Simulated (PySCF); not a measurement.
Molfile (atoms numbered from 1):
```
C2H10BNSi
     RDKit          3D

 15 14  0  0  0  0  0  0  0  0999 V2000
   -1.6236    0.3972    1.2943 C   0  0  0  0  0  0  0  0  0  0  0  0
   -0.5342   -0.0527    0.2623 B   0  0  0  0  0  0  0  0  0  0  0  0
   -0.9428   -0.6630   -1.1190 C   0  0  0  0  0  0  0  0  0  0  0  0
    1.4287    0.1153    0.7513 Si  0  0  0  0  0  4  0  0  0  0  0  0
    2.4384   -0.0767   -0.6607 N   0  0  0  0  0  0  0  0  0  0  0  0
   -1.7781    1.4734    1.0704 H   0  0  0  0  0  0  0  0  0  0  0  0
   -2.6038   -0.0889    1.1628 H   0  0  0  0  0  0  0  0  0  0  0  0
   -1.3232    0.3546    2.3525 H   0  0  0  0  0  0  0  0  0  0  0  0
   -1.9476   -0.3807   -1.4722 H   0  0  0  0  0  0  0  0  0  0  0  0
   -0.2033   -0.5560   -1.9259 H   0  0  0  0  0  0  0  0  0  0  0  0
   -0.9860   -1.7526   -0.9052 H   0  0  0  0  0  0  0  0  0  0  0  0
    1.8025   -0.9833    1.7067 H   0  0  0  0  0  0  0  0  0  0  0  0
    1.6573    1.3908    1.5304 H   0  0  0  0  0  0  0  0  0  0  0  0
    2.2332    0.5104   -1.4628 H   0  0  0  0  0  0  0  0  0  0  0  0
    3.4439   -0.1372   -0.5366 H   0  0  0  0  0  0  0  0  0  0  0  0
  1  2  1  0
  2  3  1  0
  2  4  1  0
  4  5  1  0
  1  6  1  0
  1  7  1  0
  1  8  1  0
  3  9  1  0
  3 10  1  0
  3 11  1  0
  4 12  1  0
  4 13  1  0
  5 14  1  0
  5 15  1  0
M  END
```

Geometry: PBE0-D3(BJ)/def2-SVP; GIAO shifts from PySCF 2.14.0 with density-fitted response routines, gas phase, non-relativistic, averaged over equivalent atoms.

At CAM-B3LYP/pcSseg-1 (142 basis functions, 17 s wall time on 1 thread of an Arm Neoverse V1, shared host):
| atoms | δ (ppm) |
| --- | --- |
| C1/C3 | 21.3 |
| B2 | 111.7 |
| Si4 | -55.9 |
| N5 | 1.7 |
| H12/H13 | 4.61 |
| H6/H7/H8/H9/H10/H11 | 1.31 |
| H14/H15 | -0.20 |

Scale: TMS for 13C (182.45 ppm) and 29Si (343.41 ppm) and 1H (31.33 ppm); 11B (99.35 ppm) against BF3·OEt2; NH3 for 15N (267.29 ppm) (reference shieldings calculated alike).

Problem. What do these become at PBE0/def2-TZVP?

Solution. 
```tsv
atoms	δ at PBE0/def2-TZVP	change
C1/C3	21.2	-0.1
B2	106.7	-5.0
Si4	-57.2	-1.3
N5	3.0	+1.3
H12/H13	5.08	+0.47
H6/H7/H8/H9/H10/H11	1.35	+0.04
H14/H15	-0.41	-0.21
```

References, each an isolated molecule treated in the same way: 13C (186.65 ppm), 29Si (331.56 ppm), 1H (31.48 ppm) vs TMS; 11B (102.62 ppm) vs BF3·OEt2; NH3 for 15N (265.93 ppm).

The largest change is at B2 (boron bonded to 2 C, Si). Cost: 221 basis functions, 28 s wall time on 1 thread of an Arm Neoverse V1, shared host.

A carbon bonded to boron is broadened by the quadrupolar boron nucleus and is often missing from a measured spectrum. Experimental scales use liquid or dissolved standards, which lie at an offset from isolated NH3 (liquid NH3: subtract about 20 ppm).
